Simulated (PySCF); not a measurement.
Delta-SCF ions had no search for a lower state. Excitations are Tamm–Dancoff values on a coarser integration grid. The basis has no diffuse functions, so Rydberg states are missing or too high.

Z-matrix (Å, degrees):
```
B
N 1 1.3835
H 2 1.0080 1 122.54
H 2 1.0080 3 114.93 1 -179.97
I 1 2.1451 2 119.64 3 0.03
I 1 2.1452 2 119.64 3 -179.98
```
Charge 0, spin multiplicity 1.

Predict the S1–T1 gap (TDA), HOMO, T1 excitation (TDA), vertical ionisation energy (Delta-SCF) and LUMO from PySCF with PBE-D3(BJ)/def2-TZVP // r2SCAN-D4/def2-TZVP.


The S1–T1 gap (TDA) is 0.12 eV. The HOMO is -6.17 eV and the T1 excitation (TDA) is 4.59 eV. The vertical ionisation energy (Delta-SCF) is 8.88 eV and the LUMO is -1.51 eV.
